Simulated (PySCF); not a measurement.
1-chloro-3-methylbuta-1,2-diene (C₅H₇Cl), SMILES CC(C)=C=CCl. Geometry: r2SCAN-D4/def2-SVP.

Computed equilibrium geometry at r2SCAN-D4/def2-SVP (PySCF confirms it by a frequency run) as Cartesian coordinates in Å, and its point group:
point group Cs.
```xyz
13

C     -2.1725    -0.1700    -1.2816
C     -1.4110     0.0518     0.0000
C     -2.1725    -0.1700     1.2816
C     -0.1451     0.4223     0.0000
C      1.1098     0.7910     0.0000
Cl     2.4476    -0.3520     0.0000
H     -2.5531    -1.2052    -1.3224
H     -1.5501     0.0104    -2.1680
H     -3.0521     0.4954    -1.3243
H     -1.5501     0.0104     2.1680
H     -3.0521     0.4954     1.3243
H     -2.5531    -1.2052     1.3224
H      1.4490     1.8318     0.0000
```
Charge 0, spin multiplicity 1.
